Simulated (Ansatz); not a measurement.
## Relative stability

Two relaxed structures of NaSiH3Se, closed shell (PBE0-D4/def2-TZVP; forces vanish, vibrations not checked).

A:

```xyz
6
angstrom
Na -0.8627 -0.1234 2.6741
Si -0.2917 -0.3404 0.0314
Se 1.6150 0.5106 1.3268
H 0.4270 -1.1630 -1.0056
H -0.4326 0.9573 -0.7299
H 1.9683 -0.7980 1.9015
```

B:

| atom | x (Å) | y (Å) | z (Å) |
| --- | --- | --- | --- |
| Na1 | -2.9457 | 0.6440 | 0.0168 |
| Si2 | -0.3137 | 0.0280 | -0.4965 |
| Se3 | 0.6503 | -0.0118 | 1.6240 |
| H4 | 0.0385 | -1.2989 | -1.1070 |
| H5 | 0.5353 | 0.9805 | -1.2898 |
| H6 | 2.0354 | -0.3419 | 1.2525 |

Ansatz 0.2.0; basis: def2-TZVPP; cores frozen in the correlated methods. Filled d shells of the heavier atoms are correlated. The outer core shell of Li, Na, Mg and K is correlated. The def2 sets are not built for correlating such inner shells, so the correlated values are less sure here. B3LYP uses VWN-RPA correlation.

Q: Which structure is lower at CCSD(T), and by how much? (Judge from chemistry; the value comes from the calculation.)

A: Computed: A, by 0.069 eV (electronic energy, against the other). By their contacts, A is NaSiH₃Se ([Na]1[SiH2][SeH]1) and B is NaSiH₃Se ([Na][SiH2][SeH]).

All methods give the same order:

| method | E(B) − E(A) (eV) |
| --- | --- |
| PBE-D4 | 0.040 |
| r2SCAN-D4 | 0.092 |
| PBE0-D4 | 0.040 |
| B3LYP-D4 | 0.031 |
| wB97M-V | 0.063 |
| HF | 0.015 |
| MP2 | 0.051 |
| CCSD | 0.062 |
| CCSD(T) | 0.069 |

T1 diagnostic: at most 0.010.

Labels in which every atom is bracketed show which atoms are joined, not bond orders.

For scale, one of the runs: CCSD(T)/def2-TZVPP, 164 basis functions, launched by `ansatz run in.yaml --threads 2 --pin off --events-out ev --progress --plain --max-ram 4352MiB`. Time: 55 s of wall clock on 2 CPU threads of an Arm Neoverse V1; the host was shared. Peak host memory: 1.3 GiB.
